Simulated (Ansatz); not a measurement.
Relaxation of H$_{4}$O$_{2}$Zn (7 atoms, charge 0, multiplicity 1), to a largest force component of 0.03 eV/Å in at most 50 steps.

Level of theory: RKS PBE/def2-SVP (Ansatz 0.2.0).

```xyz
7
Properties=species:S:1:pos:R:3:forces:R:3
Zn -0.296 -0.020 0.089 -0.07 0.01 -0.04
O -0.298 0.218 1.865 -0.07 0.03 0.01
H -1.006 -0.291 2.301 0.00 0.00 0.02
O -0.310 -0.056 -1.691 -0.01 0.00 -0.02
H 0.272 -0.754 -2.045 0.01 0.01 0.03
H 2.275 -0.643 0.922 1.53 -0.42 -1.23
H 1.741 -0.495 1.387 -1.37 0.37 1.23
```

Q: Where does it end, and by what steps?

A: It converged. After 13 steps the energy has fallen by 0.109 eV; H6 moved furthest, 0.99 Å.

```csv
step,energy less start (eV),largest force component (eV/Å),accepted
0,0.0000,1.526,yes
1,-0.0662,0.171,yes
2,-0.0553,0.884,no
3,-0.0731,0.138,yes
4,-0.0800,0.283,yes
5,-0.0827,0.533,yes
6,-0.0926,0.162,yes
7,-0.1001,0.149,yes
8,-0.1029,0.336,yes
9,-0.1058,0.186,yes
10,-0.1076,0.116,yes
11,-0.1087,0.061,yes
12,-0.1091,0.047,yes
13,-0.1092,0.013,yes
```

```xyz
7
Properties=species:S:1:pos:R:3
Zn -0.502 -0.002 -0.172
O -0.262 0.343 1.567
H -0.476 -0.436 2.114
O -0.834 -0.179 -1.911
H -0.029 -0.451 -2.392
H 2.583 -0.835 1.848
H 1.898 -0.482 1.774
```

Time of the run: 16 s on 2 threads of Arm Neoverse V1, with other jobs on the host, peak memory 0.14 GiB.
